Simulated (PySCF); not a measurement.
Compound: C₄H₈Si.
SMILES with atom numbers: `[CH3:1][C:2]#[C:3][CH2:4][SiH3:5]` (hydrogens: H6, H7, H8 on C1; H9, H10 on C4; H11, H12, H13 on Si5)

The same species was optimised twice, with GFN2-xTB and with PBE0-D3(BJ)/def2-SVP (PySCF), and the same property calculations (PySCF, gas phase) were run on both structures.

```
    coordinate  GFN2-xTB  PBE0-D3(BJ)/def2-SVP  change
   Si5–H11 (Å)     1.466                 1.496  +0.030
   Si5–H12 (Å)     1.463                 1.493  +0.030
   Si5–H13 (Å)     1.463                 1.493  +0.030
     C2≡C3 (Å)     1.199                 1.213  +0.014
    C4–Si5 (Å)     1.911                 1.899  -0.012
     C1–H6 (Å)     1.090                 1.101  +0.011
     C1–H7 (Å)     1.090                 1.102  +0.012
     C1–H8 (Å)     1.090                 1.101  +0.011
     C4–H9 (Å)     1.093                 1.104  +0.011
    C4–H10 (Å)     1.093                 1.104  +0.011
     C3–C4 (Å)     1.445                 1.452  +0.007
     C1–C2 (Å)     1.449                 1.454  +0.005
 C3–C4–H10 (°)     108.9                 111.1    +2.2
  C3–C4–H9 (°)     108.8                 110.9    +2.1
  C2–C3–C4 (°)     179.3                 177.5    -1.8
 Si5–C4–H9 (°)     110.1                 108.4    -1.7
C4–Si5–H11 (°)     108.1                 109.7    +1.6
Si5–C4–H10 (°)     110.1                 108.5    -1.6
  H6–C1–H7 (°)     108.9                 107.6    -1.3
  C2–C1–H8 (°)     110.1                 111.3    +1.2
```

Rotational constants: A = 12909, B = 1498, C = 1387 MHz (GFN2-xTB) against A = 12444, B = 1503, C = 1387 MHz (PBE0-D3(BJ)/def2-SVP).

On the GFN2-xTB structure: lowest singlet, TDDFT (eV) 6.24 [PBE0/def2-SVPD]; isotropic polarisability (au) 76.8 [PBE0/def2-SVPD]; HOMO (eV) -6.96 [PBE0/def2-SVPD]; LUMO (eV) 0.42 [PBE0/def2-SVPD]; dipole (D) 0.42 [PBE0/def2-SVPD].

Task: What do these properties become on the PBE0-D3(BJ)/def2-SVP structure?

Result: 
| property | level | on GFN2-xTB | on PBE0-D3(BJ)/def2-SVP | change |
| --- | --- | --- | --- | --- |
| lowest singlet, TDDFT (eV) | PBE0/def2-SVPD | 6.24 | 6.26 | +0.02 |
| isotropic polarisability (au) | PBE0/def2-SVPD | 76.8 | 78.8 | +2.0 |
| HOMO (eV) | PBE0/def2-SVPD | -6.96 | -6.99 | -0.03 |
| LUMO (eV) | PBE0/def2-SVPD | 0.42 | 0.40 | -0.02 |
| dipole (D) | PBE0/def2-SVPD | 0.42 | 0.54 | +0.12 |
| energy, GFN2-xTB geometry as zero (kcal/mol) | PBE0/def2-SVPD | 0.0 | -1.4 | -1.4 |

The heavy atoms differ by 0.021 Å rms after alignment. Among all bonds Si5–H11, Si5–H12 and Si5–H13 change most and about equally (+0.030 Å). Changes are differences of the printed values. Neither structure is proved a minimum here.
